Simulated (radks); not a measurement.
Results of a calculation; reference values are marked as such.
Task: Species: the potassium ion K11+. Configuration: 1s1 2s2 2p5 (not the ground configuration). Code: a radial shooting solver on a logarithmic mesh with Libxc functionals. Model: scalar-relativistic Kohn-Sham, PBEsol, spin-polarised, spherical densities, finite nucleus; open shells are filled with parallel spins first; Fermi nuclear charge, rms radius 3.4349 fm. Some entries of the table are withheld. Estimate them.

orbital  occ.  eigenvalue (eV)  r(max) (bohr)
1s up       1        -4089.254        0.05235
1s down     0        -3992.607        0.05269
2s up       1        -690.4851         0.3004
2s down     1        -680.0340         0.3034
2p up       3        -631.7820            (1)
2p down     2        -621.4169            (2)

Result: 
(1) 2p up r(max) (bohr): 0.2400
(2) 2p down r(max) (bohr): 0.2430
